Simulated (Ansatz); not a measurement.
Sn(OH)3(NH2) (H5NO3Sn), SMILES [NH2][Sn]([OH])([OH])[OH].

Geometry optimised at B3LYP-D3(BJ)/def2-SVP. The structure was generated by enumeration; whether it is a known compound was not checked. The def2 effective core potentials stand for the cores of Sn; spin–orbit coupling is left out. Other conformers were not sampled.

Two levels are set side by side: PBE/def2-SVPD (Ansatz, a quantum-chemistry and plane-wave program) and CAM-B3LYP/def2-SVPD (Ansatz). Energy differences of separate SCF runs at the same geometry; the states with an electron removed or added have multiplicity 2 and 2. Differences are taken from unrounded values.

| quantity | CAM-B3LYP |
|---|---|
| vertical ionisation energy (eV) | 10.59 |
| vertical singlet–triplet gap (eV) | 5.04 |

### Question
What does PBE give, and how far is it from CAM-B3LYP? (The exact figures need the calculation; the answer reports its results.)

### Answer

| quantity | PBE | PBE minus CAM-B3LYP |
|---|---|---|
| vertical ionisation energy (eV) | 9.75 | -0.84 |
| vertical singlet–triplet gap (eV) | 4.19 | -0.84 |
